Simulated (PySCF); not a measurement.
Two species compared at the same levels of theory.

First species: Para-cyanophenol, C7H5NO.
Bonds: N1–C2 (triple), C2–C3, C3–C4 (aromatic), C4–C5 (aromatic), C5–C6 (aromatic), C6–O7, C6–C8 (aromatic), C8–C9 (aromatic), C3–C9 (aromatic). Hydrogens: H10 on C4; H11 on C5; H12 on O7; H13 on C8; H14 on C9.

Second species: C₅H₁₃PSi.
Atom-mapped SMILES: `[CH2:1]=[CH:2][PH:3][Si:4]([CH3:5])([CH3:6])[CH3:7]` (hydrogens: H8, H9 on C1; H10 on C2; H11 on P3; H12, H13, H14 on C5; H15, H16, H17 on C6; H18, H19, H20 on C7)

Geometry (GFN2-xTB, Å), atoms numbered from 1 in this order:
```xyz
20
C5H13PSi angstrom
C      3.187   -0.446   -0.100
C      2.056   -1.135   -0.049
P      0.838   -1.068    1.278
Si    -0.778    0.068    0.155
C     -1.565   -1.145   -1.095
C     -0.114    1.607   -0.773
C     -2.068    0.589    1.463
H      3.896   -0.571   -0.903
H      3.449    0.266    0.665
H      1.822   -1.863   -0.817
H      1.369    0.053    1.913
H     -1.850   -2.073   -0.608
H     -2.457   -0.721   -1.545
H     -0.876   -1.392   -1.897
H     -0.898    2.105   -1.334
H      0.308    2.329   -0.080
H      0.671    1.327   -1.471
H     -1.654    1.307    2.164
H     -2.406   -0.270    2.034
H     -2.936    1.043    0.996
```

Levels: PBE0/pcSseg-1 for dipole moment, HOMO energy, LUMO energy and HOMO–LUMO gap; GFN2-xTB for rotational constant A and rotational constant C. Geometries: GFN2-xTB. Each species is one conformer at its optimised geometry, gas phase, non-relativistic unless stated. Electronic properties by PySCF.

Dipoles, sizes and rotational constants follow the conformer. The torsions of the flexible species, by atom-mapped SMILES:
- `[N:1]#[C:2][c:3]1[cH:4][cH:5][c:6]([OH:7])[cH:8][cH:9]1`: H–O7–C6–C5 180°
- `[CH2:1]=[CH:2][PH:3][Si:4]([CH3:5])([CH3:6])[CH3:7]`: C1–C2–P3–Si4 108°, C2–P3–Si4–C5 74°

Values for the first species:

```
Dipole moment         : 5.21 D
HOMO energy           : -7.18 eV
LUMO energy           : -1.25 eV
HOMO–LUMO gap         : 5.93 eV
Rotational constant A : 5.673 GHz
Rotational constant C : 0.854 GHz
```

(1) Estimate the same properties for the second species, and the change in each.

## Answers

(1) 
```csv
property,first,second,second less first
dipole moment,5.21 D,1.53 D,-3.68 D
HOMO energy,-7.18 eV,-6.44 eV,+0.74 eV
LUMO energy,-1.25 eV,-0.11 eV,+1.14 eV
HOMO–LUMO gap,5.93 eV,6.33 eV,+0.40 eV
rotational constant A,5.673 GHz,2.337 GHz,-3.336 GHz
rotational constant C,0.854 GHz,1.027 GHz,+0.173 GHz
```

On the first: The dipole equals about 17.4 × 10⁻³⁰ C·m (1 D = 3.33564 × 10⁻³⁰ C·m). A dipole of 5.21 D is allowed in Cs, and pure rotational transitions are dipole-allowed.

On the second: A dipole of 1.53 D is allowed in C1, and pure rotational transitions are dipole-allowed. The dipole equals about 5.1 × 10⁻³⁰ C·m (1 D = 3.33564 × 10⁻³⁰ C·m).
